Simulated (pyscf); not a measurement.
PySCF, gas phase, ωB97X-D3(BJ)/def2-SVP geometries.

Task: Estimate by transition-state theory (the high-pressure limit) the rate constant of H₂Si=Si(SiH₃)–SiH(SiH₃)–SiH₃ (SMILES [SiH2]=[Si]([SiH3])[SiH]([SiH3])[SiH3]) + GeH₄ (SMILES [GeH4]) -> H₃Si–SiH(SiH₃)–Si(SiH₃)(SiH₃)–GeH₃ (SMILES [SiH3][SiH]([SiH3])[Si]([SiH3])([SiH3])[GeH3]) (singlet surface; H–Si, Ge–H broken, Ge–Si, H–Si, H–Si formed) at 600 K, with ωB97M-D3(BJ)/def2-TZVP energies (ideal gas, 1 atm, RRHO with modes under 100 cm⁻¹ raised to 100, one conformer, R ln 2 for rigid chiral ones; no tunnelling).

Result: The electronic barrier is 13.1 kcal/mol and the thermal terms add +23.9, so ΔG‡ = 37.0 kcal/mol. With k_BT/h = 1.25e+13 s⁻¹ and RT = 1.192 kcal/mol, and a volume of 8.18e-20 cm³ per molecule at 1 atm, k = 3.3e-20 cm³ molecule⁻¹ s⁻¹. The product is born with the 64 kcal/mol of the reverse barrier and needs collisions to keep. Wigner's tunnelling factor for 325i cm⁻¹ would be 1.03. A shift of 1 kcal/mol in the barrier changes k by a factor 2.3. On the reactant side the descent ends in an adduct with a Si–Si, H–Si contact (not fully relaxed), 5.0 kcal/mol under the separated species and 13.9 kcal/mol under the saddle at ωB97X-D3(BJ)/def2-TZVP. What is counted as formed (H–Si) is already present as a longer contact in the reactant adduct; forming that adduct is a step of its own. At the saddle there is also a short Ge–Si contact that neither side keeps. At ωB97X-D3(BJ) the barrier from the zero used here is 8.9 kcal/mol. H₂Si=Si(SiH₃)–SiH(SiH₃)–SiH₃ lies 29.0 kcal/mol over its isomer cyclic H₁₂Si₆ (SMILES [SiH3][SiH2][SiH]1[SiH2][SiH2][SiH2]1), and others may lie lower still (electronic energy, ωB97M-D3(BJ)). H₃Si–SiH(SiH₃)–Si(SiH₃)(SiH₃)–GeH₃ lies 10.1 kcal/mol over its isomer H₃Si–SiH(SiH₃)–Ge(SiH₃)(SiH₃)–SiH₃, and others may lie lower still (electronic energy, ωB97M-D3(BJ)). This is the saddle that the search found; another between the same sides may lie lower. Elements up to Kr have no core potential and no relativistic terms here.
